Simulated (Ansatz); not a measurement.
`B[SiH2]OC` + `[OH][Al]([Cl])[Cl]` → `B[O][Al]([Cl])[Cl]` + `CO[SiH3]`  (cleavage of the B–Si bond)

Computed with Ansatz on PBE0-D4/def2-TZVP structures; ΔE is electronic, products minus reactants. CCSD(T)/CBS adds triple-zeta CCSD(T) − MP2 to the extrapolated MP2 energy (def2 sets, frozen cores). DFT in def2-TZVPP. Each species was taken in one conformer, which may not be the lowest.

```
             level  ΔE (kJ/mol)
            PBE-D4       -149.9
          PBE-QIDH       -161.4
SCS-MP2/def2-TZVPP       -169.2
CCSD(T)/def2-TZVPP       -162.0
```

Q: What does CCSD(T)/CBS give? (Best estimate.)

A: The calculation gave: -160.1 kJ/mol. The listed levels differ from it by 10.2, -1.3, -9.1, -1.9 kJ/mol.

Largest T1 diagnostic among the species: 0.011.

At CCSD(T), def2-SVP lies −26.8 kJ/mol from the extrapolated value and def2-TZVPP −1.9 kJ/mol. From PBE to PBE0 (25 % exact exchange), in def2-TZVPP and without D4, ΔE moves by −4.1 kJ/mol. In def2-TZVPP, CCSD(T) changes the Hartree–Fock value by +16.6 kJ/mol (the triples alone add +0.9 kJ/mol) and MP2 by +11.1 kJ/mol.
